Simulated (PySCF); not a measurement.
**How the method changes the constants of ScCl**

State: ³Δ (triplet), unpaired electrons σ ↑, δ ↑. Set-up: basis Sc def2-TZVPP, Cl def2-TZVPP; no relativity; PySCF 2.14. De refers to Sc (3d1 4s2) + Cl in their high-spin ground configurations, without counterpoise correction. The functionals are run spin-unrestricted. A positive dipole means Sc(−)Cl(+).

```csv
Level,Re (Å),ωe (cm⁻¹),De (eV),μ (D)
UHF,2.403,378,n/a,-3.63
UHF-MP2,2.334,398,n/a,n/a
UHF-SCS-MP2,2.350,393,n/a,n/a
UHF-CCSD,2.345,397,4.27,n/a
UHF-CCSD(T),2.338,399,4.32,n/a
PBE,2.297,403,4.98,-3.62
PBEsol,2.275,415,5.23,-3.49
PW91,2.295,404,5.01,-3.66
r²SCAN,2.304,407,5.13,-3.97
M06-L,2.310,408,4.94,-4.13
PBE0,2.308,404,4.83,-3.76
r²SCAN0,2.314,405,4.93,-4.05
ωB97X,2.326,401,4.45,-3.70
```

Q: Which functional lies closest to UHF-CCSD(T) in De, which farthest, and by how much do they differ from it?

A: Closest is ωB97X (-1.2 pm in Re, +0.5 % in ωe, +0.13 eV in De against UHF-CCSD(T) in the same basis), farthest PBEsol (-6.3 pm in Re, +4.0 % in ωe, +0.91 eV in De). CCSD(T) converges more slowly with the basis than the functionals do and binds too weakly in this one, so the order can change at the basis-set limit.

Q: What does a quarter of exact exchange do here, going from PBE to PBE0?

A: PBE0 less PBE: +1.1 pm in Re, +0.2 % in ωe, -0.15 eV in De. Exact exchange removes part of the self-interaction that spreads semilocal densities, and in most molecules shortens and stiffens the bond and lowers De; here Re goes the other way.

Q: What does the step from GGA to meta-GGA do here, going from PBE to r²SCAN?

A: r²SCAN less PBE: +0.7 pm in Re, +1.0 % in ωe, +0.15 eV in De. 

Correlated steps freeze 10 core orbitals. The metal atom is held in its measured ground configuration; semilocal functionals can put another filling of s and d lower by some tenths of an eV, and De to that atom would be smaller. The state is the lowest single determinant that the PBE0 search found; with open d or f shells the true ground state can be another one.
